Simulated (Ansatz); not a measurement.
Geometry optimisation, RKS PBE-D4/def2-SVP in Ansatz 0.2.0.

Input file:

```yaml
crystal:
  periodic: [false, false, false]
  atoms:
    - { symbol: Si, position_ang: [-1.236678, 0.634171, 0.070536] }
    - { symbol: O, position_ang: [1.403144, -0.063947, 1.465867] }
    - { symbol: F, position_ang: [-2.704014, 0.497486, -0.620152] }
    - { symbol: F, position_ang: [-1.388221, -0.120021, 1.518705] }
    - { symbol: F, position_ang: [-1.019793, 2.211525, 0.379227] }
    - { symbol: H, position_ang: [1.817797, -0.825317, 1.025504] }
    - { symbol: Si, position_ang: [0.365119, -0.290895, -1.216944] }
    - { symbol: H, position_ang: [0.67908, -0.47206, 1.984028] }
    - { symbol: H, position_ang: [-0.166034, -0.3939, -2.624428] }
    - { symbol: H, position_ang: [1.624202, 0.519844, -1.237031] }
    - { symbol: H, position_ang: [0.625399, -1.696987, -0.745412] }
basis:
  gaussian: { orbitals: def2-SVP }
hamiltonian:
  xc: pbe
  dispersion: d4
relax:
  f_tol: 0.03
  max_steps: 50
```

Command:

```bash
$ ansatz run input.yaml --threads 2 --pin off --max-ram 3072MiB --backend cpu --events-out ev --progress --plain --runs-dir out
```

Problem. Where does it end, and by what steps?

Solution. The forces met the threshold. After 13 steps the energy has fallen by 0.093 eV; H6 moved furthest, 0.59 Å.

| step | energy less start (eV) | largest force component (eV/Å) | accepted |
| --- | --- | --- | --- |
| 0 | 0.0000 | 0.747 | yes |
| 1 | -0.0393 | 1.260 | yes |
| 2 | -0.0730 | 0.566 | yes |
| 3 | -0.0818 | 0.171 | yes |
| 4 | -0.0845 | 0.113 | yes |
| 5 | -0.0864 | 0.078 | yes |
| 6 | -0.0875 | 0.245 | yes |
| 7 | -0.0847 | 0.410 | no |
| 8 | -0.0902 | 0.046 | yes |
| 9 | -0.0912 | 0.068 | yes |
| 10 | -0.0914 | 0.225 | yes |
| 11 | -0.0924 | 0.085 | yes |
| 12 | -0.0926 | 0.046 | yes |
| 13 | -0.0928 | 0.029 | yes |

```xyz
11
Properties=species:S:1:pos:R:3
Si -1.199 0.611 0.108
O 1.166 0.037 1.475
F -2.661 0.718 -0.604
F -1.475 -0.282 1.453
F -0.835 2.118 0.581
H 2.039 -0.370 1.333
Si 0.336 -0.381 -1.337
H 0.656 -0.630 1.974
H -0.232 -0.425 -2.730
H 1.618 0.398 -1.364
H 0.586 -1.794 -0.887
```

The run took 34 s on 2 threads of Intel(R) Xeon(R) Platinum 8488C (Sapphire Rapids), on a shared host, peak memory 0.17 GiB.
